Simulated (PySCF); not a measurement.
## Bonding in `c1coc(-c2cocn2)c1`

C7H5NO2.
SMILES with atom numbers: `[cH:1]1[cH:2][o:3][c:4](-[c:5]2[cH:6][o:7][cH:8][n:9]2)[cH:10]1` (hydrogens: H11 on C1; H12 on C2; H13 on C6; H14 on C8; H15 on C10)

Bond orders from the PBE0/pcSseg-1 density (PySCF). The structure is a single GFN2-xTB conformer in the gas phase; no vibrational or solvent corrections.

(1) Where do the orders between heavy atoms depart from those drawn in the SMILES?

(2) Set the Mayer orders of the bonds beside their lengths.

Answers

(1) The largest departure is 0.468, at C6–O7 (drawn aromatic, 1.032), counting aromatic bonds as 1.5. The bonds drawn aromatic range from 1.03 to 1.71.

(2) 
```tsv
bond	drawn as	length (Å)	Mayer order
C1–C2	aromatic	1.362	1.597
C2–O3	aromatic	1.343	1.092
O3–C4	aromatic	1.353	1.049
C4–C5	single	1.436	1.023
C5–C6	aromatic	1.370	1.541
C6–O7	aromatic	1.350	1.032
O7–C8	aromatic	1.337	1.120
C8–N9	aromatic	1.289	1.709
C4–C10	aromatic	1.371	1.494
C10–C1	aromatic	1.412	1.275
N9–C5	aromatic	1.375	1.304
C1–H11	single	1.071	0.984
C2–H12	single	1.072	0.994
C6–H13	single	1.069	0.990
C8–H14	single	1.071	0.971
C10–H15	single	1.070	1.010
```

By pair of heavy elements: C–C: lowest C4–C5 (1.023, 1.436 Å), highest C1–C2 (1.597, 1.362 Å). C–O: lowest C6–O7 (1.032, 1.350 Å), highest O7–C8 (1.120, 1.337 Å). C–N: lowest N9–C5 (1.304, 1.375 Å), highest C8–N9 (1.709, 1.289 Å).

Task: Sum the orders of all bonds at each heavy atom with more than one neighbour and set the sums beside the valence in the SMILES.

Result: C1 3.856 (drawn 4), C2 3.683 (drawn 4), O3 2.141 (drawn 2), C4 3.566 (drawn 4), C5 3.868 (drawn 4), C6 3.563 (drawn 4), O7 2.152 (drawn 2), C8 3.800 (drawn 4), N9 3.013 (drawn 3), C10 3.779 (drawn 4). Orders between atoms that aren't bonded are not in these sums.

Mayer orders depend on the basis set.

Shape of the structure used: `[cH:1]1[cH:2][o:3][c:4](-[c:5]2[cH:6][o:7][cH:8][n:9]2)[cH:10]1`: O3–C4–C5–C6 0°.
